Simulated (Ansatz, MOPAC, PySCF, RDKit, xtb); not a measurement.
Complex: aminoborane (SMILES BN) (first 6 atoms) with HF (SMILES F); geometry from B3LYP-D3(BJ)/def2-TZVP, rigid monomers moved along the line of their centres of mass till N2···H8 is 1.74 Å.
(charge 0, multiplicity 1):
```xyz
8

B      0.9064    -0.1258     0.0613
N     -0.1434     0.5794     0.6653
H      0.6626    -0.8237    -0.8706
H      1.9991    -0.0255     0.5206
H      0.0124     1.2765     1.3784
H     -1.0649     0.6332     0.2571
F     -0.9023    -1.2572     2.4480
H     -0.5627    -0.6794     1.7902
```

```
level                                                     interaction energy (meV)  minus MP2/CBS(aug-cc-pVDZ, aug-cc-pVTZ) + ΔCCSD(T)/aug-cc-pVDZ  cost
--------------------------------------------------------  ------------------------  --------------------------------------------------------------  ----
UFF                                                                         4613.5                                                          4800.0     -
GFN-FF                                                                      -297.6                                                          -111.1     -
PM3                                                                          223.5                                                           410.1     -
GFN1-xTB                                                                    -352.4                                                          -165.9     -
HF/6-31G*                                                                    -83.5                                                           103.0     -
BP86/6-31G* (no counterpoise)                                               -223.1                                                           -36.5     -
B3LYP/6-31G* (no counterpoise)                                              -245.5                                                           -58.9     -
B3LYP/6-311+G** (no counterpoise)                                           -195.3                                                            -8.7     -
B3LYP/def2-TZVPPD                                                           -175.6                                                            11.0    ×2
B3LYP-D4/def2-TZVPPD                                                        -216.6                                                           -30.0    ×2
PBE0-D4/def2-TZVPPD                                                         -244.0                                                           -57.4    ×1
M06-2X/6-31G* (no counterpoise)                                             -265.8                                                           -79.2     -
MP2/CBS(aug-cc-pVDZ, aug-cc-pVTZ)                                           -200.5                                                           -14.0     -
MP2/CBS(aug-cc-pVDZ, aug-cc-pVTZ) + ΔCCSD(T)/aug-cc-pVDZ                    -186.5                                                             0.0    ×8
```

 The comparison column counts from a level with limits of its own.

The rows run from -352.4 (GFN1-xTB) to 4613.5 meV (UFF). The dispersion term adds -41.0 in B3LYP-D4.

Monomers are frozen at their geometry in the pair; levels with a basis set take the counterpoise correction. Rows marked so take none. RDKit's UFF carries no charges.

Correlated levels freeze the cores. CBS(a, b) extrapolates the correlation energy as X⁻³ and adds the Hartree–Fock energy of set b. Rows in 6-311+G**, 6-31G* carry no dispersion term and start afresh at each structure (6-31G* with six Cartesian d functions). The state reached by PM3 isn't checked.

The values were computed with Ansatz (a program for electronic structure) with Gaussian orbitals; MOPAC for PM3 (differences of heats of formation); PySCF for 6-311+G** rows, 6-31G* rows, the dispersion terms; RDKit for the force fields; xtb for the GFN methods. Values without a source in brackets are computed.

Costs are rough ratios of core time to PBE/def2-TZVPPD (about 6 s over the structures, on one shared machine); a dash marks a level with no comparable run of its own.
